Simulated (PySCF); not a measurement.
MoN(OH): from structure and modes to constants

Level of theory: UPBE0 in PySCF with Mo def2-TZVP with ECP28, N def2-TZVP, O def2-TZVP, H def2-TZVP; scalar-relativistic core potentials, no spin–orbit coupling; density-fitted integrals.

The triplet minimum has Cs symmetry. Masses (u): Mo 97.90541, N 14.00307, O 15.99492, H 1.00782.

```xyz
4
charge 0 multiplicity 3, angstrom
Mo   -0.2218    0.0000    0.1207
N     0.9754    0.0000    1.2148
O     0.4178    0.0000   -1.6831
H     1.3545    0.0000   -1.8866
```

Harmonic wavenumbers (cm⁻¹): 223.0 (a', ×1), 364.3 (a'', ×1), 630.2 (a', ×1), 696.7 (a', ×1), 1144.9 (a', ×1), 3915.3 (a', ×1).

Q: Find the principal moments of inertia and the rotational constants. What kind of rotor is it?

A: About the centre of mass I = 22.781, 70.989, 93.771 u Å². With B = 16.8576/I this gives 0.74, 0.2375, 0.1798 cm⁻¹. The molecule is an asymmetric top with κ = -0.79.

Q: What is the harmonic zero-point energy?

A: Half the sum of all 6 wavenumbers, 6974/2 = 3487 cm⁻¹, which is 41.7 kJ/mol (1 cm⁻¹ = 0.0119627 kJ/mol).

Q: Find the vibrational entropy and heat capacity at 298.15 K.

A: With u = 1.43878 ω/T, each mode gives S = R[u/(eᵘ−1) − ln(1−e⁻ᵘ)] and C = R u² eᵘ/(eᵘ−1)².
```tsv
ω (cm⁻¹)	u	S (J/(mol K))	C (J/(mol K))
223.0	1.076	8.10	7.56
364.3	1.758	4.62	6.47
630.2	3.041	1.68	4.05
696.7	3.362	1.30	3.50
1144.9	5.525	0.22	1.02
3915.3	18.894	0.00	0.00
```
The sums over all modes are S = 15.9 and C = 22.6 J/(mol K); the softest mode gives 51 % of the entropy.

Q: Give the standard entropy (298.15 K, 1 bar) by its translational, rotational, vibrational and spin parts, and Cp.

A: Sackur–Tetrode with M = 128.91 u gives 169.5; rotation with symmetry number 1 gives 98.1; vibration 15.9; spin R ln 3 = 9.1. The total is 292.6 J/(mol K), and Cp = 4 R + 22.6 = 55.8 J/(mol K).

This need not be the most stable arrangement of these atoms. With open d or f shells other occupations or spin states may lie lower.
